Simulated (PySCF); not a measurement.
A TDDFT job was run through a driver script with this input:

```
{"job": {"kind": "uv", "xc": "B3LYP", "basis": "def2-SVPD", "ip": true}, "charge": 0, "multiplicity": 1}
C      1.539501     0.564791    -0.206946
Ge     0.111944    -0.752884     0.075522
C     -1.635598     0.122228     0.123878
H      2.330011     0.455406     0.548722
H      1.135210     1.585343    -0.137394
H      1.993509     0.441505    -1.200299
H      0.343480    -1.504702     1.404322
H      0.128394    -1.799160    -1.060094
H     -2.440094    -0.614134     0.262933
H     -1.677096     0.843366     0.953587
H     -1.818410     0.663581    -0.816151
```

The program printed, after the SCF cycles:

```
converged SCF energy = -2157.7669945081

Static polarisability (au): isotropic 59.082, principal 53.358 58.484 65.405

Singlet excitations
state   eV       nm        f      main configurations
  1   7.6261    162.6   0.03121   H->L 0.99
  2   7.8799    157.3   0.00064   H-1->L 0.99
  3   7.9663    155.6   0.04471   H-2->L 0.98
  4   8.0780    153.5   0.03782   H->L+1 0.97
  5   8.2002    151.2   0.06448   H-1->L+1 0.89
  6   8.2539    150.2   0.00016   H-2->L+1 0.97
  7   8.4646    146.5   0.25214   H->L+2 0.90
  8   8.5620    144.8   0.24859   H-1->L+2 0.95
  9   8.6130    144.0   0.07766   H-2->L+2 0.92
 10   8.8193    140.6   0.00175   H->L+4 0.71, H->L+3 0.26

Triplet excitations (Tamm-Dancoff, eV): 7.4385 7.5471 7.5904 7.6917
Vertical ionisation energy (delta-SCF) = 10.6360 eV
```

Level of theory: PySCF 2.14.0, density-fitted response routines, TDDFT B3LYP/def2-SVPD, vertical, gas phase, core orbitals frozen in the response. Isolated species at its PBE0-D3(BJ)/def2-SVP geometry, gas phase. The B3LYP/def2-SVPD calculation is non-relativistic and has no spin–orbit coupling, an omission that weighs most on germanium.

(1) What is the total energy of state 2 at this geometry?

(2) How much of the mean polarisability do the listed states account for?

(3) What transition dipole goes with state 7?

(4) How many basis functions and electrons does this run hold?

(5) What is the gap between the lowest singlet and the lowest triplet?

(6) Write the structure that the coordinates describe.

Results:

(1) -2157.76699 + 0.28958 = -2157.47741 hartree.

(2) The sum over states Σ f/ΔE² (ΔE in hartree) gives 7.98 au, 13% of the total; the rest comes from higher roots of the same response equations.

(3) |μ|² = 3f / (2ΔE) = 3 × 0.2521 / (2 × 0.3111) = 1.216 au, so |μ| = 2.80 D.

(4) 142 basis functions for 52 electrons in 26 doubly occupied orbitals.

(5) 7.6261 − 7.4385 = 0.1876 eV (full response against Tamm–Dancoff).

(6) `[CH3][GeH2][CH3]` (C2H8Ge).

H and L stand for HOMO and LUMO.
